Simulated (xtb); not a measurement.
All values below come from xtb 6.7.1 with GFN2-xTB.

```
xtb start.xyz --ohess tight --gfn 2 --chrg 0 --uhf 0 --iterations 400

# start.xyz
7

C     -0.934560     0.014502     0.011950
B      0.643839    -0.002095     0.090396
B      2.178622     0.596469     0.289334
B      2.067929    -0.664349    -0.346090
H     -1.272940     1.067455    -0.066004
H     -1.361955    -0.503712     0.907817
H     -1.320935    -0.508270    -0.887404
```

Output:

```
[...]
         1        2.0000           -0.5404934             -14.7076
         2        2.0000           -0.4514576             -12.2848
         3        2.0000           -0.4339332             -11.8079
         4        2.0000           -0.4335104             -11.7964
         5        2.0000           -0.4021470             -10.9430
         6        2.0000           -0.3250867              -8.8461
         7        2.0000           -0.3243229              -8.8253
         8        2.0000           -0.3162612              -8.6059 (HOMO)
         9                         -0.2262895              -6.1577 (LUMO)
        10                         -0.2065497              -5.6205
        11                         -0.1183369              -3.2201
        12                         -0.0925564              -2.5186
        13                          0.1287487               3.5034
       ...                                ...                  ...
        19                          1.2166544              33.1069
      -------------------------------------------------------------
                  HL-Gap            0.0899717 Eh            2.4483 eV
             Fermi-level           -0.2712754 Eh           -7.3818 eV


         :::::::::::::::::::::::::::::::::::::::::::::::::::::
         ::                     SUMMARY                     ::
         :::::::::::::::::::::::::::::::::::::::::::::::::::::
         :: total energy              -7.163430997073 Eh    ::
         :: gradient norm              0.000086166675 Eh/a0 ::
         :: HOMO-LUMO gap              2.448255262424 eV    ::
         ::.................................................::
         :: SCC energy                -7.297518521648 Eh    ::
         :: -> isotropic ES            0.033859315740 Eh    ::
         :: -> anisotropic ES          0.003598219306 Eh    ::
         :: -> anisotropic XC         -0.006925563373 Eh    ::
         :: -> dispersion             -0.002784889840 Eh    ::
         :: repulsion energy           0.134087524575 Eh    ::
         :: add. restraining           0.000000000000 Eh    ::
         :: total charge               0.000000000000 e     ::
         :::::::::::::::::::::::::::::::::::::::::::::::::::::

           -------------------------------------------------
          |                Numerical Hessian                |
           -------------------------------------------------
step length          :   0.00500
SCC accuracy         :   0.30000
Hessian scale factor :   1.00000
frozen atoms in %    :   0.00000    0
RMS gradient         :   0.00009
estimated CPU  time      0.00 min
estimated wall time      0.00 min

writing file <hessian>.

 projected vibrational frequencies (cm⁻¹)
eigval :       -0.00    -0.00    -0.00     0.00     0.00     0.00
eigval :       -5.62   285.11   303.41   686.92   761.16   851.57
eigval :      894.59  1327.37  1395.32  1505.62  1507.99  1684.29
eigval :     2980.71  2983.79  3000.87
           -------------------------------------------------
          |                Property Printout                |
           -------------------------------------------------

    * Orbital Energies and Occupations

         #    Occupation            Energy/Eh            Energy/eV
      -------------------------------------------------------------
         1        2.0000           -0.5404934             -14.7076
         2        2.0000           -0.4514576             -12.2848
         3        2.0000           -0.4339331             -11.8079
         4        2.0000           -0.4335104             -11.7964
         5        2.0000           -0.4021469             -10.9430
         6        2.0000           -0.3250867              -8.8461
         7        2.0000           -0.3243228              -8.8253
         8        2.0000           -0.3162612              -8.6059 (HOMO)
         9                         -0.2262895              -6.1577 (LUMO)
        10                         -0.2065496              -5.6205
        11                         -0.1183367              -3.2201
        12                         -0.0925564              -2.5186
        13                          0.1287488               3.5034
        14                          0.1896050               5.1594
        15                          0.2555222               6.9531
        16                          0.2771567               7.5418
        17                          0.2797485               7.6123
        18                          0.8297939              22.5798
        19                          1.2166544              33.1069
      -------------------------------------------------------------
                  HL-Gap            0.0899717 Eh            2.4483 eV
             Fermi-level           -0.2712753 Eh           -7.3818 eV

     #   Z          covCN         q      C6AA      α(0)
     1   6 C        3.672    -0.184    24.373     7.076
     2   5 B        2.849     0.087    19.962     7.460
     3   5 B        1.955     0.032    42.971    13.787
     4   5 B        1.955     0.033    42.970    13.786
     5   1 H        0.924     0.010     2.886     2.657
     6   1 H        0.924     0.011     2.870     2.649
     7   1 H        0.924     0.010     2.885     2.656

 Mol. C6AA /au·bohr⁶  :        751.532154
 Mol. C8AA /au·bohr⁸  :      23762.006366
 Mol. α(0) /au        :         50.071131

Wiberg/Mayer (AO) data.
largest (>0.10) Wiberg bond orders for each atom

 ---------------------------------------------------------------------------
     #   Z sym  total        # sym  WBO       # sym  WBO       # sym  WBO
 ---------------------------------------------------------------------------
     1   6 C    3.955 --     2 B    1.008     5 H    0.976     7 H    0.976
                             6 H    0.973
     2   5 B    3.641 --     3 B    1.303     4 B    1.303     1 C    1.008
     3   5 B    3.434 --     4 B    2.098     2 B    1.303
     4   5 B    3.434 --     3 B    2.098     2 B    1.303
     5   1 H    1.000 --     1 C    0.976
     6   1 H    1.000 --     1 C    0.973
     7   1 H    1.000 --     1 C    0.976
 ---------------------------------------------------------------------------

Topologies differ in total number of bonds
Writing topology from bond orders to xtbtopo.mol

molecular dipole:
                 x           y           z       tot (Debye)
 q only:        0.600      -0.014       0.001
   full:        0.351      -0.010       0.004       0.893
molecular quadrupole (traceless):
                xx          xy          yy          xz          yz          zz
 q only:        0.687      -0.014      -0.291      -0.010       0.071      -0.396
  q+dip:        0.955       0.026       1.518       0.037       2.703      -2.474
   full:       -0.376       0.054       1.398       0.009       1.639      -1.021

           -------------------------------------------------
          |                Geometry Summary                 |
           -------------------------------------------------

      molecular mass/u    :       47.4676423
   center of mass at/Å    :        0.7881334      -0.0150142      -0.0032297
  moments of inertia/u·Å² :        0.1429333E+02   0.8484504E+02   0.9605236E+02
rotational constants/cm⁻¹ :        0.1179406E+01   0.1986873E+00   0.1755046E+00

 * 7 selected distances

     #   Z          #   Z                                           value/Å
     1   6 C        2   5 B                                       1.5789962 (max)
     2   5 B        3   5 B                                       1.5678586
     2   5 B        4   5 B                                       1.5679943
     3   5 B        4   5 B                                       1.4397583
     1   6 C        5   1 H                                       1.0904292 (min)
     1   6 C        6   1 H                                       1.0909818
     1   6 C        7   1 H                                       1.0904562

 * 3 distinct bonds (by element types)

   Z      Z             #   av. dist./Å        max./Å        min./Å
   5 B    5 B           3     1.5252037     1.5679943     1.4397583
   1 H    6 C           3     1.0906224     1.0909818     1.0904292
   5 B    6 C           1     1.5789962     1.5789962     1.5789962

           -------------------------------------------------
          |               Frequency Printout                |
           -------------------------------------------------
 projected vibrational frequencies (cm⁻¹)
Molecule has the following symmetry elements: (sigma)
It seems to be the Cs point group
eigval :       -0.00    -0.00    -0.00     0.00     0.00     0.00
eigval :       -5.62   285.11   303.41   686.92   761.16   851.57
eigval :      894.59  1327.37  1395.32  1505.62  1507.99  1684.29
eigval :     2980.71  2983.79  3000.87
 reduced masses (amu)
   1:  9.69   2:  9.83   3: 10.58   4: 10.29   5:  9.39   6:  9.67   7:  3.13   8:  8.99
   9:  8.76  10: 10.17  11:  9.07  12:  4.30  13:  5.66  14: 10.62  15:  3.09  16:  1.59
  17:  1.61  18: 10.81  19:  1.92  20:  1.93  21:  1.28
 IR intensities (km·mol⁻¹)
   1:  0.09   2:  0.12   3:  0.01   4:  0.23   5:  0.31   6:  0.06   7:  0.11   8:  1.54
   9:  0.14  10:  9.20  11:140.32  12: 31.65  13:  4.62  14:212.71  15:  9.69  16:  1.00
  17:  0.36  18:  0.00  19: 66.11  20: 56.66  21: 24.57
 Raman intensities (Ä⁴*amu⁻¹)
   1:  0.00   2:  0.00   3:  0.00   4:  0.00   5:  0.00   6:  0.00   7:  0.00   8:  0.00
   9:  0.00  10:  0.00  11:  0.00  12:  0.00  13:  0.00  14:  0.00  15:  0.00  16:  0.00
  17:  0.00  18:  0.00  19:  0.00  20:  0.00  21:  0.00
 output can be read by thermo (or use thermo option).
 writing <g98.out> molden fake output.
 recommended (thermochemical) frequency scaling factor: 1.0
           -------------------------------------------------
          |             Thermodynamic Functions             |
           -------------------------------------------------

cs  symmetry found (for desy threshold:  0.10E+00) used in thermo
 inverting freq            1   5.6230396218734695

          ...................................................
          :                      SETUP                      :
          :.................................................:
          :  # frequencies                          15      :
          :  # imaginary freq.                       0      :
          :  linear?                             false      :
          :  only rotor calc.                    false      :
          :  symmetry                               cs      :
          :  rotational number                       1      :
          :  scaling factor                  1.0000000      :
          :  rotor cutoff                   50.0000000 cm⁻¹ :
          :  imag. cutoff                  -20.0000000 cm⁻¹ :
          :.................................................:

    mode    ω/cm⁻¹     T·S(HO)/kcal·mol⁻¹    T·S(FR)/kcal·mol⁻¹   T·S(vib)
   ------------------------------------------------------------------------
       1      5.62    -2.72955 (  0.02%)    -1.69054 ( 99.98%)    -1.69071
       2    285.11    -0.44807 ( 99.91%)    -0.54057 (  0.09%)    -0.44816
   ------------------------------------------------------------------------

   temp. (K)  partition function   enthalpy   heat capacity  entropy
                                   cal/mol     cal/K/mol   cal/K/mol   J/K/mol
 298.15  VIB   71.7                 1345.509      7.438      9.518
         ROT  0.261E+05              888.752      2.981     23.189
         INT  0.187E+07             2234.261     10.419     32.707
         TR   0.316E+27             1481.254      4.968     37.480
         TOT                        3715.5149    15.3872    70.1870   293.6625

       T/K    H(0)-H(T)+PV         H(T)/Eh          T*S/Eh         G(T)/Eh
   ------------------------------------------------------------------------
    298.15    0.592105E-02    0.518816E-01    0.333481E-01    0.185335E-01
   ------------------------------------------------------------------------

         :::::::::::::::::::::::::::::::::::::::::::::::::::::
         ::                  THERMODYNAMIC                  ::
         :::::::::::::::::::::::::::::::::::::::::::::::::::::
         :: total free energy          -7.144897525144 Eh   ::
         ::.................................................::
         :: total energy               -7.163430997072 Eh   ::
         :: zero point energy           0.045960535814 Eh   ::
         :: G(RRHO) w/o ZPVE           -0.027427063886 Eh   ::
         :: G(RRHO) contrib.            0.018533471928 Eh   ::
         :::::::::::::::::::::::::::::::::::::::::::::::::::::
imag cut-off (cm-1) :    5.00
 found            1  significant imaginary frequency
 writing imag mode distorted coords to xtbhess.xyz
 for further optimization.

optimized geometry written to: xtbopt.xyz

           -------------------------------------------------
          | TOTAL ENERGY               -7.163430997072 Eh   |
          | TOTAL ENTHALPY             -7.111549411311 Eh   |
          | TOTAL FREE ENERGY          -7.144897525144 Eh   |
          | GRADIENT NORM               0.000085967246 Eh/α |
          | HOMO-LUMO GAP               2.448254019079 eV   |
           -------------------------------------------------

------------------------------------------------------------------------
```

Cost: around 0.13 core-seconds (rough).
